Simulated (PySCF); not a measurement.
C4H7FSi, SMILES C[Si@H]1C=C[C@H]1F.

The structure is a stationary point at B3LYP-D3(BJ)/def2-SVP. The structure was generated by enumeration; whether it is a known compound was not checked.

Calculation: SMD-M06-2X/6-31G* run with PySCF.

Solvation free energies are E(SMD) − E(gas) at the gas-phase geometry, for 1 M in both phases. In vacuum the dipole moment is 1.43 D.

Computed solvation free energies in water, n-hexane, methanol:
| solvent | ΔG(solv) (kcal/mol) | its non-electrostatic (CDS) part | dipole (D) |
|---|---|---|---|
| water | 1.1 | 4.8 | 1.77 |
| n-hexane | -2.2 | -0.9 | 1.55 |
| methanol | -2.7 | 0.8 | 1.76 |
